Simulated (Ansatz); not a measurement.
Match the barriers

Saddle point of CH8AsGa, closed shell (CH₅Ga ([CH3][GaH2]) + AsH₃ → GaAsH₄ ([GaH2][AsH2]) + CH₄; bonds formed: Ga1–As6, C2–H5; bonds broken: Ga1–C2, H5–As6), PBE0-D4/def2-TZVP structure:

```json
{"atom": "Ga1", "x (Å)": "-0.9897", "y (Å)": "0.1339", "z (Å)": "0.3270"}
{"atom": "C2", "x (Å)": "0.5122", "y (Å)": "1.3127", "z (Å)": "-0.6837"}
{"atom": "H3", "x (Å)": "-2.0575", "y (Å)": "-0.3049", "z (Å)": "-0.7126"}
{"atom": "H4", "x (Å)": "-1.1094", "y (Å)": "0.6378", "z (Å)": "1.7919"}
{"atom": "H5", "x (Å)": "0.6342", "y (Å)": "-0.1231", "z (Å)": "-0.1853"}
{"atom": "As6", "x (Å)": "0.8897", "y (Å)": "-1.8924", "z (Å)": "0.3837"}
{"atom": "H7", "x (Å)": "1.3938", "y (Å)": "1.6239", "z (Å)": "-0.1221"}
{"atom": "H8", "x (Å)": "0.7912", "y (Å)": "1.0315", "z (Å)": "-1.6998"}
{"atom": "H9", "x (Å)": "-0.1535", "y (Å)": "2.1800", "z (Å)": "-0.7542"}
{"atom": "H10", "x (Å)": "-0.3025", "y (Å)": "-2.6588", "z (Å)": "-0.1616"}
{"atom": "H11", "x (Å)": "0.3916", "y (Å)": "-1.9406", "z (Å)": "1.8168"}
```

Ansatz 0.2.0; basis: def2-TZVPP, with def2-QZVPP for the basis limit; cores frozen in the correlated methods. Filled d shells of the heavier atoms are correlated. The def2 sets are not built for correlating such inner shells, so the correlated values are less sure here. Extrapolation: Hartree–Fock as exp(−7.88 √X), correlation as X^−2.97. Four methods, as single points on the PBE0-D4 structures, gave these electronic barriers from the start structure: 19.95, 23.25, 28.43, 43.03 kcal/mol.

Task: The methods were, in alphabetical order, CCSD(T), HF, PBE-D4, PBE0-D4. Which gave which? (Judge from chemistry; the calculation decides.)

Result: The calculation gives: PBE-D4 19.95; PBE0-D4 23.25; CCSD(T) 28.43; HF 43.03 kcal/mol. For comparison, CCSD(T) at an estimated basis limit (MP2 extrapolated from triple and quadruple zeta, plus CCSD(T) − MP2 in triple zeta) gives 26.73 kcal/mol.

No T1 diagnostic of these runs exceeds 0.013. The start structure is not quite a true minimum (one mode of 52i cm⁻¹). The end structure is not quite a true minimum (one mode of 51i cm⁻¹).

Labels in which every atom is bracketed show which atoms are joined, not bond orders.

For scale, one of the runs: CCSD(T)/def2-TZVPP, 239 basis functions, launched by `ansatz run in.yaml --threads 8 --pin off --events-out ev --progress --plain --max-ram 19148MiB`. The run took 2.3 min on 8 CPU threads of an Intel Xeon (shared host), with 4.5 GiB of host memory at its peak.
